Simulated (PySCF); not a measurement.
**Broadened absorption spectrum of SnH2MeBr**

Compound: SnH2MeBr, CH₅BrSn.
SMILES: `[H][Sn]([H])([CH3])[Br]`

The calculation used TDDFT wB97X-D/def2-SVPD, vertical, gas phase, core orbitals frozen in the response, def2 core potentials past Kr in PySCF 2.14.0, density-fitted response routines. Isolated species at its PBE0-D3(BJ)/def2-SVP geometry, gas phase. Spin–orbit coupling is left out.

Computed states:

| state | E (eV) | f |
| --- | --- | --- |
| S1 | 5.93 | 0.022 |
| S2 | 5.95 | 0.022 |
| S3 | 7.31 | 0.0068 |
| S4 | 7.42 | 0.0003 |
| S5 | 7.43 | 0.0038 |
| S6 | 7.59 | 0.0001 |
| S7 | 7.69 | 0.101 |
| S8 | 7.78 | 0.0047 |
| S9 | 7.96 | 0.479 |
| S10 | 8.27 | 0.0048 |

Broadening: Gaussians 0.3 eV wide at half height, area fixed by f = 4.319×10⁻⁹ ∫ε dν̃. The width is an assumption, not a result. The curve ends short of the highest state used, and states not computed would add to its high-energy end.

(1) What does the envelope look like, and where are its maxima?

(2) On this curve, what absorbance would a 10⁻⁵ mol/L sample give at 222 nm over a 1 cm path?

(3) Coming from long wavelengths, where does ε first pass 100 L mol⁻¹ cm⁻¹?

Results:

(1) 
(E (eV), ε (L mol⁻¹ cm⁻¹)): (5.48, 6), (5.55, 40), (5.63, 218), (5.70, 702), (5.78, 1853), (5.85, 3145), (5.93, 3991), (6.01, 3425), (6.08, 2175), (6.16, 897), (6.23, 300), (6.31, 59), (6.38, 10), (6.46, 1), (6.53, 0), (6.61, 0), (6.68, 0), (6.76, 0), (6.84, 1), (6.91, 5), (6.99, 29), (7.06, 99), (7.14, 287), (7.21, 547), (7.29, 873), (7.36, 1202), (7.44, 2085), (7.51, 3980), (7.59, 7719), (7.67, 12694)

Maxima: 209 nm (5.94 eV), ε about 4000, made up of S1 (50%) and S2 (50%) (ε in L mol⁻¹ cm⁻¹; maxima over ε = 5, shares over 10%). At its high-energy end, 7.67 eV, the curve is still rising (ε about 13000, from S7 and S9).

(2) 222 nm is 5.585 eV, where ε is about 87 L mol⁻¹ cm⁻¹, so A = ε c l ≈ 0.00087 (Beer–Lambert, with the gas-phase spectrum and the assumed width).

(3) At about 222 nm (5.59 eV), 0.33 eV below S1.

The vertical ionisation energy (ΔSCF) is 10.16 eV, 1.89 eV above S10.

Time: 33 s of wall time. Hardware: an Arm Neoverse V1 with one thread, no GPU, on a shared host.
